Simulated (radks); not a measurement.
Neutral terbium inside a hard spherical wall (all orbitals vanish at R), configuration held at [Xe] 4f9 6s2 and not refilled when levels cross. Calculated with a radial shooting solver on a logarithmic mesh with Libxc functionals: scalar-relativistic Kohn-Sham, LDA (Slater exchange, Perdew-Wang correlation), spin-polarised, spherical densities, finite nucleus; open shells are filled with parallel spins first (spin-orbit coupling, left out, can overturn this in heavy ions); Fermi nuclear charge, rms radius 5.06 fm. Eigenvalues in eV for spin up, with the zero of energy where the potential of the charges vanishes at infinity; a dash marks a level that is unbound or too diffuse for the functional's potential to be trusted. A positive occupied level is held by the wall or, in an anion where self-interaction has pushed it up, behind a barrier. The pressure on the wall is -dE/dV.

| R (bohr) | E (hartree) | kinetic (hartree) | e(5s) | e(5p) | e(4f) | e(6s) | e(5d, empty) | e(6p, empty) | pressure (GPa) |
|---|---|---|---|---|---|---|---|---|---|
| free | -11700.4548 | 12587.996 | -48.498 | -25.615 | -4.603 | -3.928 | -1.641 | -1.251 | 0 |
| 20 | -11700.4548 | 12587.996 | -48.498 | -25.615 | -4.603 | -3.928 | -1.641 | -1.251 | < 0.0001 |
| 12 | -11700.4544 | 12588.000 | -48.465 | -25.583 | -4.571 | -3.903 | -1.609 | -1.156 | 0.00556 |
| 8 | -11700.4380 | 12588.110 | -47.832 | -24.961 | -3.945 | -3.332 | -1.012 | -0.008 | 0.577 |
| 6 | -11700.3448 | 12588.537 | -46.227 | -23.410 | -2.332 | -1.274 | 0.647 | 3.398 | 6.83 |
| 5 | -11700.1604 | 12589.259 | -44.437 | -21.715 | -0.462 | 1.983 | 2.754 | 8.345 | 28.3 |
| 3.5 | -11698.7745 | 12594.520 | -37.211 | -14.725 | 7.801 | 21.152 | 12.649 | 34.148 | 436 |
| 2.5 | -11692.3835 | 12617.341 | -18.096 | 6.387 | 30.471 | 85.883 | 42.167 | 110.39 | 5480 |
| 2 | -11678.8331 | 12661.068 | 12.932 | 42.838 | 61.697 | 192.15 | 90.212 | 227.42 | 27200 |
